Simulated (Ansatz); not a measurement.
`[Cl][SnH2][SeH]` + H₂S → `[SH][SnH2][SeH]` + HCl at 298.15 K and 1 bar (ligand exchange at the Sn–Cl bond).

Program: Ansatz. Geometries: PBE0-D4/def2-TZVP. ΔE: electronic, gas phase. CCSD(T)/CBS adds triple-zeta CCSD(T) − MP2 to the extrapolated MP2 energy (def2 sets, frozen cores). This one scheme is used for every species. def2 core potentials past Kr. For Se, Sn outer-core shells are correlated without core-valence functions, which leaves a few kJ/mol of doubt a bond. Scalar relativity is left out up to krypton. Each species was taken in one conformer, which may not be the lowest.

| species | CCSD(T)/CBS energy (Eh) | H − E (kJ/mol) | S (J/(mol·K)) |
| --- | --- | --- | --- |
| `[Cl][SnH2][SeH]` | -3076.37402 | 78.6 | 348.1 |
| H₂S | -398.97279 | 49.9 | 205.7 |
| `[SH][SnH2][SeH]` | -3014.95398 | 101.5 | 371.7 |
| HCl | -460.38127 | 26.6 | 186.8 |

H − E and S are ideal-gas, rigid-rotor, harmonic terms from PBE0-D4/def2-TZVP, for one conformer and one mirror image of each species. 1 Eh = 2625.50 kJ/mol, R = 8.31446 J/(mol·K).

Task: By hand: ΔE, ΔH, ΔS and ΔG.

Result: ΔE = (-3014.95398) + (-460.38127) − (-3076.37402) − (-398.97279) = 0.01156 Eh = 30.4 kJ/mol. Δ(H − E) = 101.5 + 26.6 − 78.6 − 49.9 = -0.4, so ΔH = 30.0 kJ/mol. ΔS = 371.7 + 186.8 − 348.1 − 205.7 = 4.7 J/(mol·K). ΔG = 30.0 − 298.15 × (4.7)/1000 = 28.6 kJ/mol.

Task: By hand: the equilibrium constant, and the temperature at which ΔG would vanish if ΔH and ΔS stayed fixed.

Result: log₁₀ K = −ΔG/(RT ln 10) = -5.0. ΔG = 0 at ΔH/ΔS = 6383 K, far beyond where these terms or the molecules hold.

The number of gas molecules stays the same, so ΔS is small and ΔH decides. A doubt of 5 kJ/mol in ΔE shifts log₁₀ K by 0.9 here. Other conformers and mirror images would add mixing entropy, several J/(mol·K) or more a flexible species. Modes under 60 cm⁻¹, often nearly free rotors, make the harmonic entropy too high. These are equilibria of isolated gas molecules and say nothing of rates. Largest T1 diagnostic: 0.011 (customary marks: 0.02 for closed shells, 0.045 for open ones).
